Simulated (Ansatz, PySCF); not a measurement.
Ways to break one bond of NBN:

A. NBN → [BH]N + [NH2] (NH2)
B. NBN → [NH]BN + H atom
C. NBN → N[B]N + H atom

Quantity: bond dissociation energy (enthalpy at 298 K, with B3LYP-D3(BJ) rigid-rotor harmonic-oscillator terms), kcal/mol. Geometries: B3LYP-D3(BJ)/def2-TZVP minima from Ansatz (a quantum-chemistry and plane-wave program), one conformer each, not searched for the lowest. Frequencies are from Ansatz or PySCF. Cores are frozen in the correlated levels unless marked. UHF or UKS for open shells. Spin-orbit coupling is left out. Non-relativistic. Basis-set limits of correlation are two-point, X^-3; Hartree-Fock from the larger set. The bracket is a focal-point correction in the basis named.

**Question.** Rank them by bond dissociation energy at RI-MP2/CBS(aug-cc-pVTZ,aug-cc-pVQZ)+[CCSD(T)-MP2]/aug-cc-pVTZ (Ansatz), lowest first.

**Answer.** C (107.8 kcal/mol), B (114.2 kcal/mol), A (129.0 kcal/mol)
